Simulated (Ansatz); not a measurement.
# Molecular dynamics of AgH8O4F

input.yaml

```yaml
accuracy: low
crystal:
  lattice:
    - [5.473704, 0.0, 0.0]
    - [0.0, 5.473704, 0.0]
    - [0.0, 0.0, 5.473704]
  atoms:
    - { symbol: O, position: [0.79378178, 0.72611304, 0.21548832] }
    - { symbol: H, position: [0.9113516, 0.59654458, 0.26202198] }
    - { symbol: H, position: [0.62702073, 0.66675294, 0.22908587] }
    - { symbol: O, position: [0.50650317, 0.26700331, 0.7095674] }
    - { symbol: H, position: [0.40336541, 0.38696604, 0.61838984] }
    - { symbol: H, position: [0.38756407, 0.1989532, 0.82715292] }
    - { symbol: O, position: [0.34406491, 1.03364917, 0.23678127] }
    - { symbol: H, position: [0.42416504, 1.11037807, 0.37962856] }
    - { symbol: H, position: [0.20679048, 1.14538459, 0.20517871] }
    - { symbol: O, position: [0.9262423, 0.05833644, 0.9062481] }
    - { symbol: H, position: [0.78775239, 0.14884866, 0.83360053] }
    - { symbol: H, position: [0.85655214, -0.06245415, 1.0279562] }
    - { symbol: Ag, position: [0.06630064, 0.8016594, 0.64523664] }
    - { symbol: F, position: [0.17367245, 0.49771002, 0.43434005] }
basis:
  ecutwfc: 420.0
kpoints:
  mp_grid: { grid: [1, 1, 1] }
hamiltonian:
  xc: pbe
  dispersion: d3bj
scf:
  occupations: { method: fermi_dirac, width: 0.02 }
  lower_state_search: "off"
md:
  timestep: 0.5
  n_steps: 300
  ensemble: nvt_langevin
  temperature: 250.0
  initial_velocities: maxwell_boltzmann
  seed: 253090
  friction: 0.02
```

Command:

```bash
$ ansatz run input.yaml --threads 1 --pin off --max-ram 3072MiB --backend cpu --events-out ev --progress --plain --runs-dir out
```

It starts from a partly relaxed structure (largest force component 0.63 eV/Å).

Output, in part (step lines):

```
md step     0: t =     0.00 fs  T =   232.1 K  F+E_penalty+E_count = -10796.82179174 eV  E_kin = 0.420095 eV  (9 SCF iters)
md step     1: t =     0.50 fs  T =   240.0 K  F+E_penalty+E_count = -10796.81188159 eV  E_kin = 0.434288 eV  (7 SCF iters)
md step     2: t =     1.00 fs  T =   222.6 K  F+E_penalty+E_count = -10796.77877455 eV  E_kin = 0.402795 eV  (7 SCF iters)
md step     3: t =     1.50 fs  T =   196.4 K  F+E_penalty+E_count = -10796.73331112 eV  E_kin = 0.355393 eV  (8 SCF iters)
md step     4: t =     2.00 fs  T =   177.9 K  F+E_penalty+E_count = -10796.69126814 eV  E_kin = 0.321961 eV  (8 SCF iters)
md step     5: t =     2.50 fs  T =   163.1 K  F+E_penalty+E_count = -10796.66757278 eV  E_kin = 0.295191 eV  (6 SCF iters)
md step     6: t =     3.00 fs  T =   187.8 K  F+E_penalty+E_count = -10796.66770786 eV  E_kin = 0.339760 eV  (6 SCF iters)
md step     7: t =     3.50 fs  T =   214.4 K  F+E_penalty+E_count = -10796.68529840 eV  E_kin = 0.388049 eV  (6 SCF iters)
[... lines left out ...]
md step   299: t =   149.50 fs  T =   247.3 K  F+E_penalty+E_count = -10796.51836582 eV  E_kin = 0.447484 eV  (5 SCF iters)
md step   300: t =   150.00 fs  T =   223.1 K  F+E_penalty+E_count = -10796.52327917 eV  E_kin = 0.403768 eV  (8 SCF iters)
```

The steps, from the saved trajectory:

```tsv
time (fs)	T (K)	potential energy less start (eV)
0.0	232	0.000
5.0	237	0.107
10.0	250	0.079
15.0	113	0.223
20.0	172	0.165
25.0	110	0.301
30.0	173	0.196
35.0	158	0.280
40.0	234	0.214
45.0	178	0.306
50.0	222	0.229
55.0	216	0.323
60.0	245	0.270
65.0	246	0.342
70.0	215	0.408
75.0	323	0.307
80.0	307	0.381
85.0	258	0.338
90.0	204	0.443
95.0	265	0.400
100.0	333	0.309
105.0	352	0.260
110.0	356	0.284
115.0	284	0.364
120.0	272	0.328
125.0	220	0.305
130.0	248	0.342
135.0	201	0.384
140.0	215	0.356
145.0	259	0.326
150.0	223	0.299
```

All steps were run. A run of 0.15 ps of so small a system gives no equilibrium averages. Limits of this set-up: coarse k mesh, low accuracy level.

Mean squared displacements from the first frame to the last, about the centre of mass: O 0.12 Å², H 0.12 Å², Ag 0.01 Å², F 0.10 Å².

Last frame:

```xyz
14
Lattice="5.4737 0.0000 0.0000 0.0000 5.4737 0.0000 0.0000 0.0000 5.4737" Properties=species:S:1:pos:R:3
O 4.455 3.485 0.701
H 5.183 3.283 1.352
H 3.594 3.280 1.094
O 2.580 1.217 3.651
H 2.087 1.970 3.240
H 2.162 0.998 4.530
O 2.145 5.486 1.012
H 2.741 5.566 1.769
H 1.335 5.894 1.321
O 4.858 0.311 4.575
H 3.993 0.679 4.244
H 4.547 -0.345 5.231
Ag 0.343 4.255 3.451
F 1.159 2.813 2.240
```

Run time: 4.2 min on 1 thread of Arm Neoverse V1, on a shared host, peak memory 0.33 GiB.
